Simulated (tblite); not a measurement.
Isomers of C3H4F4O. Calculated harmonic vibrations of the isolated species, GFN2-xTB (tblite), most abundant isotopes, no scaling. This tight-binding method is rough: wavenumbers can miss measured ones by several per cent, in bad cases by 10 to 20. One conformer each.

Electronic energies: GFN2-xTB at the same geometries; isomer energies are rough at this level and their order can be wrong.

```
             SMILES  electronic energy, lowest = 0 (kcal/mol)
     COC(F)(F)C(F)F                                       0.0
CO[C@@H](F)C(F)(F)F                                       2.9
OC[C@@H](F)C(F)(F)F                                       4.3
```

Question: How do GFN2-xTB zero-point energies change the relative energies?

Answer: 
```tsv
SMILES	ZPE (kcal/mol)	of it from modes above 1550 cm⁻¹	electronic (kcal/mol)	with ZPE, lowest = 0 (kcal/mol)	lowest mode (cm⁻¹)	rings
COC(F)(F)C(F)F	46.0	17.1	0.0	0.0	43	0
CO[C@@H](F)C(F)(F)F	46.1	16.9	2.9	2.9	45	0
OC[C@@H](F)C(F)(F)F	46.4	17.7	4.3	4.6	46	0
```

The zero-point energies span 0.4 kcal/mol, from `COC(F)(F)C(F)F` to `OC[C@@H](F)C(F)(F)F`. The order is unchanged.

Question: What do entropy and thermal enthalpy add at 298.15 K and 1 bar (rigid rotor, harmonic oscillator, one conformer each)?

Answer: 
| SMILES | point group | symmetry number | S (cal/(mol K)) | H − H(0) (kcal/mol) | ZPE + H − H(0) − TS (kcal/mol) |
| --- | --- | --- | --- | --- | --- |
| COC(F)(F)C(F)F | C1 | 1 | 91.5 | 5.92 | 24.7 |
| CO[C@@H](F)C(F)(F)F | C1 | 1 | 91.3 | 5.88 | 24.7 |
| OC[C@@H](F)C(F)(F)F | C1 | 1 | 90.1 | 5.76 | 25.3 |
